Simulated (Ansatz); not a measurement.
CH4BClOSi (`ClB1CO[SiH2]1`). Charge 0, multiplicity 1. The geometry is a stationary point of PBE0-D4/def2-TZVP.

```xyz
9

Cl    1.892    1.219    1.601
B     0.707    0.428    0.634
C     0.141    0.814   -0.789
O    -0.799   -0.271   -0.995
Si   -0.572   -1.111    0.444
H    -0.377    1.783   -0.819
H     0.895    0.827   -1.587
H    -0.079   -2.501    0.237
H    -1.807   -1.188    1.275
```

Task: What is the dipole moment at PBE/def2-TZVPP? (Estimate.)

Result: The calculation gave: 1.02 D, with components (0.70, 0.57, 0.46) D in this frame, pointing from negative to positive charge.

Task: And with r2SCAN, B3LYP, ωB97M-V? (Best estimate.)

Result: Computed: r2SCAN 0.96 D, B3LYP 1.05 D, ωB97M-V 1.06 D.

Task: Give the Mulliken charges with PBE, r2SCAN, B3LYP in def2-TZVPP. (Best estimate.)

Result: Ansatz gave: 
| atom | PBE | r2SCAN | B3LYP |
| --- | --- | --- | --- |
| Cl1 | -0.07 | -0.09 | -0.09 |
| B2 | 0.07 | 0.07 | 0.10 |
| C3 | 0.03 | 0.10 | 0.04 |
| O4 | -0.33 | -0.41 | -0.41 |
| Si5 | 0.27 | 0.39 | 0.33 |
| H6 | 0.09 | 0.06 | 0.09 |
| H7 | 0.09 | 0.06 | 0.09 |
| H8 | -0.07 | -0.09 | -0.08 |
| H9 | -0.07 | -0.09 | -0.08 |

B3LYP here is the variant with VWN-RPA as its local correlation; programs differ in this.
